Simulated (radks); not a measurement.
Radial electron density D(r) = 4 pi r^2 rho(r) of an atom or ion with 33 electrons. All-electron calculation, Dirac Kohn-Sham, PBE, spin-unpolarised, spherical densities, point nucleus. Program: a radial shooting solver on a logarithmic mesh with Libxc functionals.

| r (bohr) | D(r) (e/bohr) |
|---|---|
| 0.003362 | 12.72 |
| 0.004309 | 18.29 |
| 0.005521 | 25.62 |
| 0.007075 | 34.66 |
| 0.009067 | 44.88 |
| 0.01162 | 55.03 |
| 0.01477 | 62.86 |
| 0.01893 | 66.74 |
| 0.02426 | 65.30 |
| 0.03108 | 60.47 |
| 0.03983 | 57.67 |
| 0.05104 | 62.66 |
| 0.06541 | 74.83 |
| 0.08315 | 83.72 |
| 0.1066 | 78.82 |
| 0.1365 | 63.50 |
| 0.175 | 56.89 |
| 0.2242 | 65.01 |
| 0.2873 | 66.09 |
| 0.3682 | 45.73 |
| 0.4681 | 23.23 |
| 0.5998 | 13.76 |
| 0.7686 | 9.770 |
| 0.985 | 4.097 |
| 1.262 | 0.7434 |
| 1.617 | 0.04793 |
| 2.073 | 0.0008577 |

What is the nuclear charge?

Answer. Z = 51. The innermost maximum, from 1s, lies near gamma/Z bohr with gamma = sqrt(1 - (Z/c)^2) = 0.928, here 0.0182 bohr (found: 0.0200), and its height grows with Z. The density is that of the antimony ion Sb18+ in [Ar] 3d10 4s2 4p3; the configuration itself is not fixed sharply by these data, and Z only to a few units. D(r) has 3 maxima, at r = 0.0200, 0.0872, 0.259 bohr, and minima at 0.0392, 0.169 bohr, inside which lie 2.03, 11.14 electrons.
